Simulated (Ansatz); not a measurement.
Coupled-cluster run, GeH₈SSi₂ (`S[SiH2][SiH2][GeH3]`).

```yaml
crystal:
  periodic: [false, false, false]
  atoms:
    - {symbol: S, position_ang: [-2.371491, 1.199971, -0.806301]}
    - {symbol: Si, position_ang: [-0.845037, 1.529321, 0.663941]}
    - {symbol: Si, position_ang: [0.264804, -0.477244, 1.111471]}
    - {symbol: Ge, position_ang: [1.192120, -1.311356, -0.916380]}
    - {symbol: H, position_ang: [-1.555259, 0.603702, -1.692097]}
    - {symbol: H, position_ang: [0.127893, 2.565394, 0.220796]}
    - {symbol: H, position_ang: [-1.582270, 2.046374, 1.845713]}
    - {symbol: H, position_ang: [-0.702517, -1.465063, 1.661417]}
    - {symbol: H, position_ang: [1.359615, -0.271281, 2.101200]}
    - {symbol: H, position_ang: [2.257143, -0.338790, -1.451107]}
    - {symbol: H, position_ang: [0.092426, -1.445236, -1.986081]}
    - {symbol: H, position_ang: [1.839772, -2.690991, -0.718669]}
basis:
  gaussian: {orbitals: def2-TZVPP}
correlation: {method: ccsd_t}
```

```sh
$ ansatz run in.yaml --threads 4 --pin off --events-out ev --progress --plain --max-ram 10444MiB
```

Output of Ansatz, abridged:

```
Functional definition: HF
1647 factors; integrals over basis functions are off by at most 8.6e-4 eV
mean field evaluation 1: about -83141.4798 eV, gradient 1.9e1 eV
mean field evaluation 2: about -83141.7362 eV, gradient 1.9e1 eV
mean field evaluation 4: about -83143.7805 eV, gradient 3.6e0 eV
mean field evaluation 8: about -83143.8194 eV, gradient 2.8e-1 eV
mean field -83143.81976140 eV, -3055.4790193264 hartree, gradient 5.0e-6 eV, S^2 0.000000; 0 other end points of the search recorded, 0 dependent functions left out
24 core orbitals not correlated: weight in the atoms' cores, before any rotation towards them, 1.000 or more for the frozen orbitals, at most 0.000 for the correlated occupied ones
reference -83143.81976140 eV, -3055.4790193264 hartree; 18, 18 occupied and 244, 244 virtual orbitals, 1647 factors
second order -18.96348984 eV of doubles, -0.00000000 eV of singles
cycle   1  -20.07784158 eV  change    -1.1e0 eV  update   1.1e-1
cycle   2  -20.78939059 eV  change   -7.1e-1 eV  update   3.4e-2
cycle   3  -20.86031378 eV  change   -7.1e-2 eV  update   1.4e-2
cycle   4  -20.85292864 eV  change    7.4e-3 eV  update   3.8e-3
cycle   5  -20.85125320 eV  change    1.7e-3 eV  update   1.2e-3
cycle   6  -20.85055465 eV  change    7.0e-4 eV  update   3.6e-4
cycle   7  -20.85052859 eV  change    2.6e-5 eV  update   1.1e-4
cycle   8  -20.85056623 eV  change   -3.8e-5 eV  update   3.9e-5
perturbative correction -0.81707198 eV, -0.0300268415 hartree
Total energy: -83165.48739961 eV, -3056.2752903438 hartree
```

It took 4.2 min on 4 threads of an Arm Neoverse V2 on a shared host, with 7.7 GiB of host memory at the peak.

The correlation energy is -21.668 eV, 3.8 % of it from (T); the T1 diagnostic reads 0.0124.
